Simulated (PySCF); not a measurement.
Excitations are Tamm–Dancoff values on a coarser integration grid. The basis has no diffuse functions, so Rydberg states are missing or too high.

Cartesian coordinates (Å):
```xyz
17

C     -2.0896    -1.4517    -0.2664
O     -1.6276    -0.4057     0.5547
Si    -0.2193     0.4268     0.2861
N      0.1005     1.2023     1.7699
N     -0.1776     1.6354    -0.9359
O      0.8418    -0.7544    -0.2315
C      2.2266    -0.5397    -0.3420
H     -2.9873    -1.8935     0.1951
H     -2.3708    -1.0888    -1.2743
H     -1.3285    -2.2425    -0.3888
H     -0.1624     0.7915     2.6574
H      0.7619     1.9625     1.8619
H     -0.0598     1.3619    -1.9063
H     -0.7609     2.4625    -0.8594
H      2.7168    -1.4872    -0.6183
H      2.6653    -0.1928     0.6138
H      2.4709     0.2135    -1.1159
```
Charge 0, spin multiplicity 1.

### Question
What is the computed S1 excitation (TDA), S1 oscillator strength, dipole moment, HOMO–LUMO gap, T1 excitation (TDA), total energy, HOMO and LUMO (r2SCAN-D4/def2-TZVP // r2SCAN-D4/def2-SVP (PySCF))?

### Answer

```json
{
 "S1 excitation (TDA)": "6.89 eV",
 "S1 oscillator strength": "0.038",
 "dipole_moment": "1.33 D",
 "HOMO–LUMO gap": "6.86 eV",
 "T1 excitation (TDA)": "6.55 eV",
 "total_energy": "-631.7772 Ha",
 "HOMO": "-6.20 eV",
 "LUMO": "0.66 eV"
}
```
